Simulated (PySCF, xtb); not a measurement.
C2H6BClO, SMILES COB(C)Cl.

GFN2-xTB (xtb) at its own geometry gives an orbital gap of 5.51 eV and a dipole moment of 4.18 D.

Geometry: B3LYP-D3(BJ)/def2-SVP. The structure was generated by enumeration, and PubChem lists no compound with its InChIKey, so it may never have been made. Other conformers were not sampled.

Question: What does PBE/def2-TZVP (PySCF) give? (The exact figures need the calculation; the answer reports its results.)

Answer: gap 6.31 eV (levels -7.11 and -0.80 eV), dipole 2.95 D.
